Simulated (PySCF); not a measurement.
propylene glycol (C₃H₈O₂), singlet, geometry from GFN2-xTB. Base run: PBE0/3-21G (PySCF).

Geometry (Å):
```xyz
13

C      1.8332     0.1364     0.3509
C      0.4269     0.3065    -0.2121
O     -0.2812     1.3497     0.4316
C     -0.3881    -0.9922    -0.1085
O     -1.6764    -0.8221    -0.6378
H      2.3667     1.0828     0.3076
H      1.7885    -0.1935     1.3882
H      2.3813    -0.6032    -0.2252
H      0.4721     0.6136    -1.2623
H     -0.2559     1.1939     1.3837
H      0.0900    -1.7947    -0.6734
H     -0.4495    -1.2955     0.9509
H     -1.9639     0.0714    -0.4015
```
All else is at PySCF's defaults.

Variants of this job, named by their change:

```
change                                      E (Eh)  HOMO (eV)  HOMO-LUMO gap (eV)  dipole (D)  core-seconds (rough)                outcome
--------------------------------------  ----------  ---------  ------------------  ----------  --------------------  ---------------------
base                                    -267.77149      -6.80                9.52        2.58                    10              converged
functional = pbe0; dispersion = d3zero  -267.77640      -6.80                9.52        2.58                     9              converged
functional = tpssh                             [?]        [?]                 [?]         [?]                    10              converged
functional = r2scan                     -267.92164      -5.42                7.64        2.51                    10              converged
functional = wb97m_v                             -          -                   -           -                     -  cut at the time limit
functional = b3lyp                      -268.07322      -6.45                8.80        2.51                     9              converged
functional = wb97x                             [?]        [?]                 [?]         [?]                    10              converged
functional = lda,vwn                    -265.88691      -4.98                6.40        2.48                     5              converged
functional = blyp                              [?]      -4.79                6.43        2.36                     9              converged
functional = blyp; dispersion = d3bjm   -267.98395      -4.79                6.43        2.36                     9              converged
functional = o3lyp                      -267.97054      -5.84                7.98        2.51                     9              converged
functional = m06l                       -268.05116      -5.26                7.84        2.48                    10              converged
functional = hf                         -266.47955     -11.23               17.77        2.90                   0.9              converged
```

Q: Some entries are withheld; supply them.

A: 
- functional = tpssh, E (Eh): -268.08093
- functional = tpssh, HOMO (eV): -5.87
- functional = tpssh, HOMO-LUMO gap (eV): 8.19
- functional = tpssh, dipole (D): 2.49
- functional = wb97x, E (Eh): -268.00484
- functional = wb97x, HOMO (eV): -9.24
- functional = wb97x, HOMO-LUMO gap (eV): 14.38
- functional = wb97x, dipole (D): 2.64
- functional = blyp, E (Eh): -267.95857

Absolute energies of different levels of theory aren't comparable as measures of quality.
